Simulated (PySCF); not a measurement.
**Two-component Hartree-Fock for Sn⁴³⁺ (tin, charge +43)**

Start: [He] 2s2 2p3; 2p1/2 filled at m_j = -1/2, +1/2; 2p3/2 filled at m_j = +3/2. Calculated with PySCF 2.14 in an uncontracted even-tempered set (17 s from 22 bohr⁻², ratio 2.4; 12 p from 29 bohr⁻², ratio 2.4; 5 d from 99 bohr⁻², ratio 2.6; 4 f from 150 bohr⁻², ratio 2.6): generalised Hartree-Fock with the X2C-1e Hamiltonian and a Gaussian nucleus; one run each with spin-orbit coupling (SO) switched off, then screened by Boettger's factors.

| spinor shell | electrons | ε, spin-free (eV) | ε, screened SO (eV) | weight of nominal j (screened SO) | rms radius, screened SO (bohr) |
| --- | --- | --- | --- | --- | --- |
| 1s1/2 | 2 | -32825.2 | -32812.4 | 1.000 | 0.0331 |
| 2s1/2 | 2 | -7510.5 | -7506.6 | 1.000 | 0.130 |
| 2p1/2 | 2 | -7186.9 | -7325.0 | 0.998 | 0.111 |
| 2p3/2 | 1 | -7186.9 | -7082.1 | 1.000 | 0.116 |

| quantity | spin-free | screened SO |
| --- | --- | --- |
| E (hartree) | -3974.68358 | -3982.91278 |
| M_J | 3/2 | 3/2 |
| ⟨J²⟩ | 3.750 | 3.750 |
| ⟨L²⟩ | 0.000 | 2.378 |
| ⟨S²⟩ | 3.750 | 1.572 |

Each row is a mean over spinors that exchange with the open shell spreads, by up to 48.192 eV (2s1/2).

Breit and QED terms are absent; they matter most for the inner s and p1/2 levels.

Densities and radii are taken from the X2C orbitals without a picture-change correction, which distorts them close to the nucleus.

Without spin-orbit coupling the j labels of p, d and f shells carry no meaning; the spin-free column gives the mean over the occupied spinors of each nl shell.
